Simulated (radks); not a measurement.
The carbon ion C+ inside a hard spherical wall (all orbitals vanish at R), configuration held at [He] 2s2 2p1 and not refilled when levels cross. All-electron calculation, scalar-relativistic Kohn-Sham, LDA (Slater exchange, Perdew-Wang correlation), spin-polarised, spherical densities, point nucleus; open shells are filled with parallel spins first. Program: a radial shooting solver on a logarithmic mesh with Libxc functionals. Eigenvalues in eV for spin up, with the zero of energy where the potential of the charges vanishes at infinity; a dash marks a level that is unbound or too diffuse for the functional's potential to be trusted. A positive occupied level is held by the wall or, in an anion where self-interaction has pushed it up, behind a barrier. The pressure on the wall is -dE/dV.

R (bohr)  E (hartree)  kinetic (hartree)    e(1s)    e(2s)    e(2p)  e(3s, empty)  e(3p, empty)  pressure (GPa)
free        -37.05235             36.876  -285.96  -26.300  -17.819        -4.989        -3.444               0
20          -37.05235             36.876  -285.96  -26.300  -17.819        -4.989        -3.444        < 0.0001
15          -37.05235             36.876  -285.96  -26.300  -17.819        -4.988        -3.436        < 0.0001
8           -37.05234             36.876  -285.96  -26.299  -17.818        -4.560        -2.628        0.000386
7           -37.05231             36.877  -285.95  -26.297  -17.815        -4.019        -1.870         0.00434
6           -37.05199             36.881  -285.92  -26.279  -17.792        -2.766        -0.317          0.0505
5           -37.04929             36.905  -285.74  -26.169  -17.653         0.303         3.080           0.608
4           -37.02728             37.059  -284.77  -25.543  -16.897         8.519        11.255            7.64
3           -36.85422             37.896  -280.47  -22.195  -13.202        33.717        33.941             106
2           -35.43540             42.325  -264.22   -2.298    5.091        132.04        114.00            2070
1.5         -31.93081             50.617  -243.29   41.121   38.263        297.43        239.38           13100
